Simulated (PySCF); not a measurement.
ZnHI, SMILES [ZnH][I]. Geometry: B3LYP-D3(BJ)/def2-TZVP. The def2 effective core potentials stand for the cores of I; spin–orbit coupling is left out.

Calculation: B3LYP-D3(BJ)/def2-TZVP run with PySCF.

Harmonic wavenumbers (cm⁻¹): 252, 413, 413, 1929. Rotational constants (GHz): 1.885 (linear); symmetry number 1.

Q: Work out the zero-point energy and the ideal-gas rigid-rotor harmonic-oscillator thermochemistry at 298.15 K and 1 atm.

A: ZPE = ½ Σ hcν = ½ × 3008 cm⁻¹ = 17.99 kJ/mol. H − E(el) = 29.49 kJ/mol. Entropy in J/(mol K): translation 174.40, rotation 75.67, vibration 14.84, total 264.91. G − E(el) = -49.49 kJ/mol. Cp = 48.59 J/(mol K).
